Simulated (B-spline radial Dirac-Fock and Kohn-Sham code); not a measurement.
X-ray scattering factor of Ge⁶⁺

System: Ge⁶⁺ in the configuration [Ar] 3d8.

Model: relativistic Hartree-Fock (Dirac-Fock) wave functions, averaged over the configuration. Program: an atomic code on a B-spline grid. f₀ is the Fourier transform of the spherical electron density, S the Waller-Hartree incoherent function, and s = sin θ/λ. The electron scattering factor follows from the Mott-Bethe formula f_e = 0.023934 Å⁻¹·(Z − f₀)/s².

| s (Å⁻¹) | f₀ | S | f_e (Å) |
| --- | --- | --- | --- |
| 0 | 26.000 | 0.000 | – |
| 0.05 | 25.851 | 0.142 | 58.866 |
| 0.1 | 25.413 | 0.556 | 15.765 |
| 0.15 | 24.710 | 1.207 | 7.754 |
| 0.2 | 23.780 | 2.043 | 4.919 |
| 0.25 | 22.668 | 3.009 | 3.574 |
| 0.3 | 21.426 | 4.050 | 2.812 |
| 0.35 | 20.106 | 5.121 | 2.324 |
| 0.4 | 18.754 | 6.188 | 1.981 |
| 0.45 | 17.412 | 7.228 | 1.724 |
| 0.5 | 16.114 | 8.225 | 1.521 |
| 0.6 | 13.745 | 10.068 | 1.214 |
| 0.7 | 11.761 | 11.697 | 0.989 |
| 0.8 | 10.183 | 13.122 | 0.816 |
| 0.9 | 8.970 | 14.360 | 0.681 |
| 1 | 8.056 | 15.428 | 0.573 |
| 1.1 | 7.370 | 16.348 | 0.487 |
| 1.2 | 6.847 | 17.144 | 0.418 |
| 1.4 | 6.088 | 18.446 | 0.316 |
| 1.6 | 5.503 | 19.481 | 0.248 |
| 1.8 | 4.971 | 20.339 | 0.200 |
| 2 | 4.458 | 21.065 | 0.165 |
| 2.5 | 3.296 | 22.438 | 0.110 |
| 3 | 2.434 | 23.330 | 0.079 |
| 3.5 | 1.880 | 23.909 | 0.059 |
| 4 | 1.547 | 24.306 | 0.046 |
| 5 | 1.213 | 24.841 | 0.029 |
| 6 | 1.029 | 25.205 | 0.021 |

f₀ starts at the number of electrons, 26, and has fallen to half at s ≈ 0.64 Å⁻¹. The sum of ⟨r²⟩ over the electrons is 8.115 bohr². For an ion f_e diverges as s goes to zero, because of the net charge.

Values without a named source are computed, but for edge energies of neutral atoms, which are taken from tables.
